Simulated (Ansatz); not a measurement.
```yaml
crystal:
  periodic: [false, false, false]
  atoms:
    - {symbol: C, position_ang: [0.584477, -1.394106, 0.145950]}
    - {symbol: C, position_ang: [0.244820, -0.637122, 0.055622]}
    - {symbol: C, position_ang: [0.738735, 0.114122, 0.150010]}
    - {symbol: C, position_ang: [0.562421, 1.030631, 0.071073]}
    - {symbol: C, position_ang: [-0.323240, 1.219027, -0.097284]}
    - {symbol: O, position_ang: [-0.639692, 1.825646, -0.145001]}
    - {symbol: C, position_ang: [-1.004037, 0.413790, -0.157492]}
    - {symbol: C, position_ang: [-0.591798, -0.371179, -0.087705]}
    - {symbol: H, position_ang: [0.828348, -1.738296, 0.799654]}
    - {symbol: H, position_ang: [0.908298, -1.806366, -0.366042]}
    - {symbol: H, position_ang: [0.002447, -2.120797, 0.127954]}
    - {symbol: H, position_ang: [1.369488, -0.021961, 0.282165]}
    - {symbol: H, position_ang: [0.897641, 1.379869, 0.119000]}
    - {symbol: H, position_ang: [-1.301739, 1.851594, -0.243748]}
    - {symbol: H, position_ang: [-1.491464, 0.533778, -0.269235]}
    - {symbol: H, position_ang: [-1.020060, -1.001085, -0.146922]}
basis:
  gaussian: {orbitals: def2-TZVPD}
hamiltonian: {xc: {name: B2GP-PLYP}}
```

```sh
$ ansatz run in.yaml --threads 2 --pin off --events-out ev --progress --plain --max-ram 32768MiB --backend cuda --devices 0, --max-vram 18GiB
```

Shortened log:

```
Functional definition: B2GP-PLYP
2405 factors; integrals over basis functions are off by at most 6.4e-4 eV
mean field evaluation 1: about -9100.4954 eV, gradient 2.0e2 eV
mean field evaluation 2: about -9102.8114 eV, gradient 2.0e2 eV
mean field evaluation 4: about -9157.3486 eV, gradient 5.8e1 eV
mean field evaluation 8: about -9164.0027 eV, gradient 1.6e0 eV
mean field evaluation 16: about -9164.0068 eV, gradient 1.4e-3 eV
mean field -9164.00675752 eV, -336.7710367519 hartree, gradient 5.5e-6 eV, S^2 0.000000; 0 other end points of the search recorded, 7 dependent functions left out
8 core orbitals not correlated: weight in the atoms' cores, before any rotation towards them, 0.999 or more for the frozen orbitals, at most 0.000 for the correlated occupied ones
reference -9164.00689706 eV, -336.7710418800 hartree; 21, 21 occupied and 335, 335 virtual orbitals, 2405 factors
second order -41.41140472 eV of doubles, -0.00000000 eV of singles
Total energy: -9178.91500276 eV, -337.3189046593 hartree
```

(1) Something in this input is off. What?

Results:

(1) The geometry is squeezed to about two thirds of its size. Self-consistency was reached. The result belongs to that input, not to the molecule as meant.
